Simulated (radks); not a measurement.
Results of a calculation; reference values are marked as such.
Effect of the nuclear size on the dysprosium ion Dy+, [Xe] 4f10 6s1. Code: a radial shooting solver on a logarithmic mesh with Libxc functionals. Model: Dirac Kohn-Sham, exchange-only LDA, spin-unpolarised, spherical densities, finite nucleus; open shells fill j = l - 1/2 first; Fermi nuclear charge, rms radius 5.2218 fm. The rms radius is varied about that value; shifts are against it.

rms radius (fm)  total energy shift (eV)  density at nucleus (e/bohr^3)  1s1/2 shift (meV)  2s1/2 shift (meV)  5s1/2 shift (meV)  5p1/2 shift (meV)  6s1/2 shift (meV)  4f7/2 shift (meV)  6p1/2 (empty) shift (meV)
4.4907                             -6.81                      7.681e+05              -2800               -367              -2.90              0.188             -0.237              0.401                      0.064
4.8772                             -3.31                       7.51e+05              -1360               -178              -1.41              0.091             -0.115              0.195                      0.031
5.2218                                 0                      7.372e+05              0.000              0.000              0.000              0.000              0.000              0.000                      0.000
5.4359                              2.14                      7.292e+05                878                115              0.909             -0.059              0.074             -0.126                     -0.020
6.1147                              9.32                      7.063e+05               3830                502               3.96             -0.256              0.324             -0.548                     -0.088

Slopes of the eigenvalues against <r^2> in GHz/fm^2, as finite differences over the two radii next to the reference (eigenvalue slopes, not the field-shift constants of lines): 1s1/2 93900, 2s1/2 12300, 5s1/2 97.1, 5p1/2 -6.29, 6s1/2 7.95, 4f7/2 -13.4, 6p1/2 (empty) -2.15.
